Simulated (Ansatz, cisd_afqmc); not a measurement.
System: Al, charge 0, doublet.

Property: electron affinity (Al- (triplet) against Al (doublet)), in eV. Radicals and triplets start from unrestricted determinants; spin-orbit coupling is neglected. Correlated methods leave the cores frozen. Rows without X2C or -DK are non-relativistic. AFQMC/CISD: phaseless, guided by CISD from CCSD amplitudes; bars are statistical, one sigma. Outlying blocks are dropped, and bars are widened where a walk drifts. Over all cases where full CI ran beside it in this data, AFQMC minus full CI had a median of +0.1 mEh and passed +0.4 mEh in a tenth of the cases. CBS(X,Y): correlation extrapolated as X^-3, Hartree-Fock from the larger set. A bracket is a step between two methods taken in the basis named. The functionals are non-relativistic, so their misses hold any scalar relativity. Double hybrids freeze cores in their MP2 part. '+ core + X2C': CCSD(T) terms for core correlation (cc-pwCVTZ, 1s frozen past Ne) and scalar relativity (cc-pVTZ-DK). Full CI freezes restricted core orbitals, also for open shells; the composite that ends in it estimates full CI at the basis-set limit. For partners of very few electrons the exact lower level stands in for a higher one. def2-TZVPD holds few diffuse functions, which lowers the functionals' binding of the extra electron.

| level | program | electron affinity (eV) | error against the last row |
|---|---|---|---|
| HF/aug-cc-pV(D+d)Z | Ansatz | 0.02 | -0.42 |
| B3LYP/def2-TZVPD | Ansatz | 0.06 | -0.38 |
| wB97X-V/def2-TZVPD | Ansatz | 0.00 | -0.44 |
| B2PLYP/def2-TZVPD | Ansatz | -0.02 | -0.46 |
| B2GP-PLYP/def2-TZVPD | Ansatz | -0.01 | -0.45 |
| MP2/aug-cc-pV(T+d)Z | Ansatz | 0.36 | -0.08 |
| MP2/aug-cc-pV(Q+d)Z | Ansatz | 0.38 | -0.06 |
| CCSD/aug-cc-pV(D+d)Z | Ansatz | 0.33 | -0.11 |
| CCSD/aug-cc-pV(T+d)Z | Ansatz | 0.37 | -0.07 |
| CCSD(T)/CBS(aug-cc-pV(T+d)Z,aug-cc-pV(Q+d)Z) | Ansatz | 0.45 | 0.01 |
| CCSD(T)/CBS(aug-cc-pV(T+d)Z,aug-cc-pV(Q+d)Z) + core + X2C | Ansatz | 0.42 | -0.02 |
| CCSDT(Q)/aug-cc-pV(T+d)Z | Ansatz | 0.44 | 0.00 |
| CCSDT(Q)/aug-cc-pV(Q+d)Z | Ansatz | 0.45 | 0.01 |
| CCSDTQ/aug-cc-pV(D+d)Z | Ansatz | 0.38 | -0.06 |
| AFQMC/CISD/aug-cc-pV(T+d)Z | cisd_afqmc | 0.43 ± 0.01 | -0.01 |
| FCI/aug-cc-pV(T+d)Z | Ansatz | 0.44 | 0.00 |
| CCSD(T)/CBS(aug-cc-pV(T+d)Z,aug-cc-pV(Q+d)Z) + [AFQMC/CISD - CCSD(T)]/aug-cc-pV(D+d)Z + core + X2C | Ansatz + cisd_afqmc | 0.42 ± 0.01 | -0.02 |
| CCSD(T)/CBS(aug-cc-pV(T+d)Z,aug-cc-pV(Q+d)Z) + [FCI - CCSD(T)]/aug-cc-pV(Q+d)Z + core + X2C | Ansatz | 0.44 | 0.00 |

Ansatz is a quantum-chemistry and plane-wave program.
